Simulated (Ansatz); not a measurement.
A run for Ansatz (a first-principles code): U-CCSD(T)/def2-TZVPPD on BeHI (SMILES [BeH][I]), a point of a bond scan (R = 2.646 Å). Elements past Kr take the def2 small-core potentials; no spin–orbit coupling. Files ending in .json are basis or fitting sets from the Basis Set Exchange. The run froze 10 orbitals, filled d shells among them.

Ansatz 0.2 input:
```yaml
crystal:
  periodic: [false, false, false]
  atoms:
    - {symbol: Be, position_ang: [-0.00000000, -0.00000000, -1.96186424]}
    - {symbol: H, position_ang: [0.00000000, 0.00000000, -4.60753014]}
    - {symbol: I, position_ang: [0.00000000, 0.00000000, 0.21004064]}
basis:
  gaussian:
    orbitals: def2-TZVPPD.json
correlation: {method: ccsd_t, electrons: outside_noble_gas}
scf: {omitted_lower_state_checks: [cluster_reference]}
magnetization: {spin_polarized: true, initial_magnetization: 0}
```

The head of its log:

```
WARN ansatz: RAYON_NUM_THREADS=1 ignored (pool sized by the plan → 1); use --threads N
Functional definition: HF
these checks for a lower state are left out or cut short: cluster_reference
integrals: 0.16 GiB planned
788 factors; integrals over basis functions are off by at most 7.2e-4 eV
mean field: 0.24 GiB planned
mean field evaluation 1: about -8483.3568 eV, gradient 8.3e0 eV
mean field evaluation 2: about -8483.3592 eV, gradient 8.4e0 eV
mean field evaluation 4: about -8484.3395 eV, gradient 1.4e0 eV
mean field evaluation 8: about -8484.3738 eV, gradient 9.5e-5 eV
mean field evaluation 16: about -8485.1967 eV, gradient 5.1e-2 eV
mean field evaluation 32: about -8485.1877 eV, gradient 4.9e-1 eV
mean field -8485.19674126 eV, -311.8252287684 hartree, gradient 2.0e-6 eV, S^2 0.767658; 3 other end points of the search recorded, 0 dependent functions left out
10 core orbitals not correlated
reference -8485.19674126 eV, -311.8252287684 hartree; 5, 5 occupied and 83, 83 virtual orbitals, 788 factors
```

Give the final energy of this run.

-312.0295 hartree (reference determinant -311.8252, T1 diagnostic 0.094). Its determinant has ⟨S²⟩ = 0.77, a mixture of spin states.
